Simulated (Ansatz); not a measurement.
FH$_{4}$OSi$_{2}$, SMILES `F[SiH2]O[SiH2]` radical, charge 0, multiplicity 2.

Question: Give a relaxed structure at PBE0-D4/def2-TZVP (Ansatz). (Best estimate.)

Answer: Computed: 
Z-matrix (Å, degrees):
```
Si
O 1 1.620
F 1 1.594 2 109.5
H 1 1.479 2 110.3 3 117.7
H 1 1.476 2 108.6 3 -117.6
Si 2 1.643 1 148.7 3 -56.6
H 6 1.493 2 109.7 1 -38.9
H 6 1.489 2 107.6 1 -159.3
```
